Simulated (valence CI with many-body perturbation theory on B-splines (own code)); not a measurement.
Results of a calculation; reference values are marked as such.
# Basis-set convergence for Hg IX

Level of theory: configuration interaction combined with many-body perturbation theory (CI+MBPT): four valence electrons over a frozen Dirac-Fock core [Xe] 4f14, a basis of 7 s, 7 p, 8 d, 6 f, 4 g, 1 h functions for each j, with the one-electron correlation potential Σ1, the two-electron term Σ2, the three-electron term Σ3, Breit, model QED; selected CI, second order for the rest, scaled by the run's own slope (own B-spline code, finite nucleus).

No measured levels were compared; by estimate terms of the open shell hold to 2 to 4 % of their energy, and close levels can change places; different configurations can be misplaced against each other by 1,000 to 8,000 cm⁻¹. Only levels of the ground parity were solved; by the run's estimate the other parity begins above the list, which can be wrong where configurations are misplaced.

The reference run has the lowest level (5d3/2^4) J=0 and an ionisation energy of 135.176 eV. Its largest variational space holds 19994 state functions.

Levels are named by their leading jj configuration (3d3/2^4 stands for four electrons in 3d with j = 3/2), which in mixed levels can hold well under half, so a name can repeat and another be missing. Letters in brackets count levels of one name in rising energy.

Changed runs:
A. basis 6 s, 6 p, 5 d, 5 f, 1 g
B. basis 5 s, 5 p, 4 d, 4 f

Excitation energies of the reference run in cm⁻¹, and shifts in cm⁻¹:

| Level | Reference | A | B |
| --- | --- | --- | --- |
| (5d3/2^3 5d5/2) J=1 | 11909 | -160 | -318 |
| (5d3/2^3 5d5/2) J=2 | 20108 | -192 | -322 |
| (5d3/2^3 5d5/2) J=3 | 25139 | -144 | -151 |
| (5d3/2^3 5d5/2) J=4 | 26003 | +11 | +293 |
| (5d3/2^2 5d5/2^2) J=0 [a] | 36740 | -6.9 | +67 |
| (5d3/2^2 5d5/2^2) J=4 [a] | 38487 | -42 | +311 |
| (5d3/2^2 5d5/2^2) J=3 [a] | 42877 | +59 | +699 |
| (5d3/2^2 5d5/2^2) J=2 [a] | 43722 | +144 | +876 |
| (5d3/2^2 5d5/2^2) J=5 | 46405 | +64 | +802 |
| (5d3/2^2 5d5/2^2) J=1 | 47943 | +75 | +575 |
| (5d3/2^2 5d5/2^2) J=6 | 49984 | +119 | +1006 |
| (5d3/2^2 5d5/2^2) J=4 [b] | 54151 | +129 | +944 |
| Ionisation energy (eV) | 135.176 | -0.068 | -0.129 |
